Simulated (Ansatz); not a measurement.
F3H3SiSn (`F[Si](F)(F)[SnH3]`). The species carries charge 0 and has multiplicity 1. Sn takes the def2 core potential. All single points use the PBE0-D4/def2-TZVP geometry.

```xyz
8

F     2.254    0.588    0.410
Si    1.050   -0.429    0.552
F     0.845   -0.682    2.101
F     1.534   -1.800   -0.075
Sn   -1.075    0.439   -0.566
H    -0.769    0.689   -2.220
H    -2.313   -0.711   -0.372
H    -1.526    1.906    0.168
```

Problem. What is the dipole moment at r2SCAN/def2-TZVPP? (Estimate.)

Solution. Ansatz gave: 1.93 D, with components (-1.61, 0.66, -0.85) D in this frame, pointing from negative to positive charge.

Problem. And with PBE, B3LYP, ωB97M-V? (An estimate is asked.)

Solution. The calculation gave: PBE 1.91 D, B3LYP 2.05 D, ωB97M-V 2.05 D.

Problem. Give the Mulliken charges with r2SCAN, ωB97M-V, PBE in def2-TZVPP. (Estimate.)

Solution. Ansatz gave: 
```csv
atom,r2SCAN,ωB97M-V,PBE
F1,-0.29,-0.28,-0.25
Si2,0.83,0.84,0.71
F3,-0.29,-0.28,-0.25
F4,-0.29,-0.28,-0.25
Sn5,0.33,0.19,0.30
H6,-0.10,-0.06,-0.09
H7,-0.10,-0.06,-0.09
H8,-0.10,-0.06,-0.09
```

B3LYP here is the variant with VWN-RPA as its local correlation; programs differ in this.
